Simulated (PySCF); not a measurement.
A side-by-side comparison of computed properties.

First species: C4H8ClF.
Z-matrix (Å and degrees, GFN2-xTB geometry), rows numbered from 1:
```
C 
C   1  1.5182
Cl  2  1.7886  1  109.44
C   2  1.5318  1  112.48  3  -120.20
C   4  1.5193  2  113.61  1  -177.41
F   4  1.3858  2  107.19  1   -57.52
H   1  1.0880  2  110.57  3    60.05
H   1  1.0870  2  110.38  3   -60.38
H   1  1.0881  2  109.20  3   179.85
H   2  1.0937  1  110.68  3   117.08
H   4  1.0977  2  110.16  1    57.14
H   5  1.0870  4  109.46  2   175.01
H   5  1.0853  4  110.00  2   -64.97
H   5  1.0877  4  110.01  2    55.50
```

Second species: C4H8OSSi2.
SMILES: `O[SiH2][SiH2]C1=CC=CS1`

Levels: CAM-B3LYP/def2-SVPD for dipole moment, HOMO energy, LUMO energy, HOMO–LUMO gap, static isotropic polarisability and electronic spatial extent ⟨r²⟩ about the centre of nuclear charge; TDDFT CAM-B3LYP/def2-SVPD for lowest singlet excitation; TDA CAM-B3LYP/def2-SVPD for lowest triplet excitation (Tamm–Dancoff); GFN2-xTB for rotational constant A and rotational constant C. Geometries: GFN2-xTB. All species are isolated and taken at one optimised geometry, non-relativistic unless stated. Electronic properties by PySCF.

Dipoles, sizes and rotational constants follow the conformer. The torsions of the flexible species, by atom-mapped SMILES:
- `[CH3:1][C@H:2]([Cl:3])[C@@H:4]([CH3:5])[F:6]`: C1–C2–C4–C5 -177°
- `[OH:1][SiH2:2][SiH2:3][c:4]1[cH:5][cH:6][cH:7][s:8]1`: O1–Si2–Si3–C4 -55°, Si2–Si3–C4–C5 100°, H–O1–Si2–Si3 57°

Values for the first species:

```
Dipole moment                                                     : 0.14 D
HOMO energy                                                       : -10.01 eV
LUMO energy                                                       : 1.35 eV
HOMO–LUMO gap                                                     : 11.36 eV
Lowest singlet excitation                                         : 7.45 eV
Lowest triplet excitation (Tamm–Dancoff)                          : 6.76 eV
Static isotropic polarisability                                   : 64.1 au
Electronic spatial extent ⟨r²⟩ about the centre of nuclear charge : 800 bohr²
Rotational constant A                                             : 3.872 GHz
Rotational constant C                                             : 1.466 GHz
```

Estimate the same properties for the second species, and the change in each.

```
                                                         property      first      second  second less first
                                                    dipole moment     0.14 D      1.76 D            +1.62 D
                                                      HOMO energy  -10.01 eV    -8.17 eV           +1.84 eV
                                                      LUMO energy    1.35 eV     0.07 eV           -1.28 eV
                                                    HOMO–LUMO gap   11.36 eV     8.24 eV           -3.12 eV
                                        lowest singlet excitation    7.45 eV     5.40 eV           -2.05 eV
                         lowest triplet excitation (Tamm–Dancoff)    6.76 eV     3.67 eV           -3.09 eV
                                  static isotropic polarisability    64.1 au    120.6 au           +56.5 au
electronic spatial extent ⟨r²⟩ about the centre of nuclear charge  800 bohr²  1891 bohr²        +1091 bohr²
                                            rotational constant A  3.872 GHz   2.231 GHz         -1.641 GHz
                                            rotational constant C  1.466 GHz   0.646 GHz         -0.820 GHz
```

On the first: S1 lies 3.91 eV below the HOMO–LUMO gap; its leading configuration is HOMO→LUMO, weight 0.65. The dipole matches unit charges of opposite sign 0.03 Å apart (1 e·Å = 4.8032 D).

On the second: The vertical singlet–triplet gap S1 − T1 is 1.73 eV (TDDFT singlet less Tamm–Dancoff triplet; S1: HOMO→LUMO, weight 0.91; T1: HOMO→LUMO, weight 0.73). The dipole equals about 5.9 × 10⁻³⁰ C·m (1 D = 3.33564 × 10⁻³⁰ C·m).
